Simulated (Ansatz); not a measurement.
Consider the ligand exchange at the Al–C bond: `N=[C](Cl)[AlH][F]` + `C=C(O)[SiH3]` → `C=C([SiH3])[O][AlH][F]` + `N=CCl`.

Program: Ansatz. Geometries: PBE0-D4/def2-TZVP. ΔE: electronic, gas phase. CCSD(T)/CBS is the MP2 limit (def2-TZVPP, def2-QZVPP) plus CCSD(T) − MP2 in def2-TZVPP, frozen cores. This one scheme is used for every species. Functionals use def2-TZVPP. B3LYP here is the variant with VWN-RPA as its local correlation; programs differ in this. One conformer a species, not always the lowest.

```json
{"level": "PBE0-D4", "ΔE (kJ/mol)": "-115.1"}
{"level": "ωB97M-V", "ΔE (kJ/mol)": "-119.8"}
{"level": "B2PLYP", "ΔE (kJ/mol)": "-122.0"}
{"level": "B3LYP", "ΔE (kJ/mol)": "-119.5"}
{"level": "SCS-MP2/def2-TZVPP", "ΔE (kJ/mol)": "-125.8"}
{"level": "CCSD/def2-TZVPP", "ΔE (kJ/mol)": "-125.0"}
{"level": "HF/CBS(def2)", "ΔE (kJ/mol)": "-138.3"}
{"level": "CCSD/CBS(def2)", "ΔE (kJ/mol)": "-123.8"}
```

Question: What does CCSD(T)/CBS give? (An estimate is asked.)

Answer: The calculation gave: -119.8 kJ/mol. The listed levels differ from it by 4.7, 0.0, -2.2, 0.3, -6.0, -5.2, -18.5, -4.0 kJ/mol.

Largest T1 diagnostic among the species: 0.014.

In def2-TZVPP, CCSD(T) changes the Hartree–Fock value by +15.8 kJ/mol (the triples alone add +4.0 kJ/mol) and MP2 by +12.3 kJ/mol. From PBE to PBE0 (25 % exact exchange), in def2-TZVPP and without D4, ΔE moves by −8.6 kJ/mol.
